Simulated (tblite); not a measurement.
Compound: C₆H₁₀ClO (doublet state).
Numbering: `[OH:1][C@@H:2]1[CH2:3][CH2:4][CH:5][C@@H:6]([Cl:7])[CH2:8]1` (hydrogens: H9 on O1; H10 on C2; H11, H12 on C3; H13, H14 on C4; H15 on C5; H16 on C6; H17, H18 on C8)

The geometry is computed with GFN2-xTB (gas phase). This method treats the open shell by occupation alone, without spin polarisation.

Problem. List the bond lengths, angles and torsions at this level.

Solution. 
| bond | length (pm) |
| --- | --- |
| O1–C2 | 141.2 |
| C2–C3 | 152.7 |
| C3–C4 | 152.8 |
| C4–C5 | 148.0 |
| C5–C6 | 142.8 |
| C6–Cl7 | 195.0 |
| C6–C8 | 151.4 |
| C2–C8 | 153.2 |
| O1–H9 | 96.3 |
| C2–H10 | 110.2 |
| C3–H11 | 109.1 |
| C3–H12 | 109.0 |
| C4–H13 | 110.1 |
| C4–H14 | 109.2 |
| C5–H15 | 107.8 |
| C6–H16 | 108.8 |
| C8–H17 | 109.2 |
| C8–H18 | 109.4 |

A selection of angles:
| angle | degrees |
| --- | --- |
| O1–C2–C3 | 107.8 |
| O1–C2–C8 | 111.6 |
| C3–C2–C8 | 109.2 |
| C2–C3–C4 | 110.5 |
| C3–C4–C5 | 112.6 |
| C4–C5–C6 | 121.5 |
| C5–C6–Cl7 | 106.5 |
| C5–C6–C8 | 116.1 |
| Cl7–C6–C8 | 105.4 |
| C2–C8–C6 | 111.2 |
| H9–O1–C2 | 108.9 |

Torsions: O1–C2–C3–C4 177° (antiperiplanar); C2–C3–C4–C5 48° (synclinal); C3–C4–C5–C6 -34° (synclinal); C4–C5–C6–Cl7 -85° (synclinal); C5–C6–C8–C2 -42° (synclinal); O1–C2–C8–C6 176° (antiperiplanar); H9–O1–C2–C3 178° (antiperiplanar).

C5 (carbon bonded to 2 C and H) is almost planar (angles 121.5°, 118.7° and 118.2°, sum 358.5°, 0.09 Å off the plane of its three neighbours). Of the pairs four or more bonds apart, Cl7···H10 is among the closest relative to their van der Waals radii: 2.84 Å, 96 % of the sum of Bondi's values. The 6 C–C bonds span 1.428 Å (C5–C6, drawn single) to 1.532 Å (C2–C8, drawn single), a spread of 0.104 Å. The 6-membered ring C2–C3–C4–C5–C6–C8 has internal angles of 109.2° to 121.5°; it is puckered, 0.21 Å rms from its mean plane, widest ring torsion 61°. O1 (oxygen bonded to C and H) is bent (angle 108.9°).

Point group: C1 (no symmetry element, even within 0.4 Å). Its GFN2-xTB frequencies are all real (lowest 97 cm⁻¹). Torsions: H–O1–C2–C3 178°, O1–C2–C3–C4 177°, C2–C3–C4–C5 48°, C3–C4–C5–C6 -34°, C4–C5–C6–Cl7 -85°. 3 starts were optimised and ended at 0.00, 0.35 and 4.82 kcal/mol (GFN2-xTB); the lowest of these is shown.

One conformer stands for the species.
